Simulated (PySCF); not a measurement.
**Ge²⁺: excitation energy**

Ge²⁺ [Ar] 3d10 4s2 (1S) → Ge²⁺ [Ar] 3d9 4s2 4p1 (high-spin determinant), as a difference of total energies. All numbers are calculated (PySCF 2.14, a scalar-relativistic core potential, in aug-cc-pwCVTZ-PP with ECP10MDF). Correlated levels: valence and next inner shell: nothing frozen outside the core potential. The calculations carry no spin-orbit coupling.

```json
{"method": "UHF", "excitation energy (cm⁻¹)": "247120"}
{"method": "LDA", "excitation energy (cm⁻¹)": "265850"}
{"method": "PBE", "excitation energy (cm⁻¹)": "260920"}
{"method": "PBE0", "excitation energy (cm⁻¹)": "259130"}
{"method": "r2SCAN", "excitation energy (cm⁻¹)": "256010"}
{"method": "PW91", "excitation energy (cm⁻¹)": "260790"}
{"method": "wB97M-V", "excitation energy (cm⁻¹)": "255970"}
{"method": "TPSSh", "excitation energy (cm⁻¹)": "259500"}
{"method": "PBEsol", "excitation energy (cm⁻¹)": "262460"}
{"method": "MP2 (valence and next inner shell)", "excitation energy (cm⁻¹)": "264860"}
{"method": "SCS-MP2 (valence and next inner shell)", "excitation energy (cm⁻¹)": "262640"}
```

The determinant of the upper state mixes LS terms, which raises its energy above the lowest term, most at the Hartree-Fock and MP2 levels.
